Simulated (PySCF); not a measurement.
## A thermochemical cycle for CsNa

MP2 in PySCF with def2-SVPD on every atom (core potentials on Cs), for the lowest determinant that a PBE0 search found; no spin–orbit coupling. CsNa, a singlet (closed shell), has De = 0.35 eV to neutral atoms, and CsNa⁺, a doublet (σ ↑), has De = 0.36 eV to Cs⁺ + Na.

The adiabatic ionisation energy of CsNa, between the minima, is 3.72 eV.

Which ionisation energy of the Cs atom does this level give?

IE(Cs) = IE(molecule) + De(ion) − De(neutral) = 3.72 + 0.36 − 0.35 = 3.73 eV; the measured value is 3.894 eV (NIST ASD).

Correlated steps freeze 1 core orbital. Weak bonds: CsNa, CsNa⁺. Basis-set superposition, not corrected here, can be much of De in a small basis, most of all at correlated wavefunction levels. Spin–orbit coupling is left out. For an ion De counts to the pair picked by the measured ionisation energies or electron affinities, which need not be the lowest pair at this level. Where the molecule has an RHF reference, its open-shell atoms are computed with UHF. States were picked by a PBE0 search and need not be the measured ground states.
